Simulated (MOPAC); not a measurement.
MOPAC input (AM1):

```
AM1 1SCF CHARGE=-1 UHF MS=0.5 GEO-OK AUX(PRECISION=9) THREADS=1
ClNbO2

Nb    0.23377100 1   -0.07053300 1    0.29820000 1
O     1.81205400 1   -0.68853500 1   -0.16210800 1
O    -0.49777100 1   -1.04272300 1    1.56488100 1
Cl   -1.18228700 1    0.98481800 1   -1.37931700 1
```

From its output:

```
          Parameters for some elements are missing

           Empirical Formula: O2 Nb Cl  =     4 atoms

 ******************************************************************************
 *                                                                            *
 *     Error and normal termination messages reported in this calculation     *
 *                                                                            *
 * Parameters for some elements are missing                                   *
 * JOB ENDED NORMALLY                                                         *
 *                                                                            *
 ******************************************************************************

 == MOPAC DONE ==
```

The program refused the input.

The geometry given is a B3LYP-D3(BJ)/def2-TZVP minimum.
